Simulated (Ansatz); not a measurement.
FHMoOS$_{2}$ (`[OH][Mo]([F])(=[S])=[S]`). Charge 0, multiplicity 1. Mo takes the def2 core potential.

Z-matrix (Å, degrees):
```
Mo
F 1 1.837
S 1 2.093 2 109.7
O 1 1.851 2 111.4 3 119.7
S 1 2.093 2 109.4 3 -119.0
H 4 0.963 1 121.4 2 101.3
```

(1) List the harmonic frequencies (cm⁻¹, unscaled) at PBE0-D4/def2-TZVP in Ansatz. (An estimate is asked.)

(2) Is this a minimum?

(3) Give the ideal-gas thermochemistry at 298.15 K and 1 bar (rigid rotor, harmonic oscillator; point group C1, symmetry number 1).

Results:

(1) Computed: 189, 194, 201, 206, 230, 354, 581, 594, 670, 703, 751, 3862.

(2) Yes, all 12 modes are real.

(3) Zero-point energy 51.0 kJ/mol; H(298) − E = 70.9 kJ/mol; entropy 349.1 J/(mol·K), of which translation 174.7, rotation 118.0, vibration 56.5; G(298) − E = -33.2 kJ/mol.
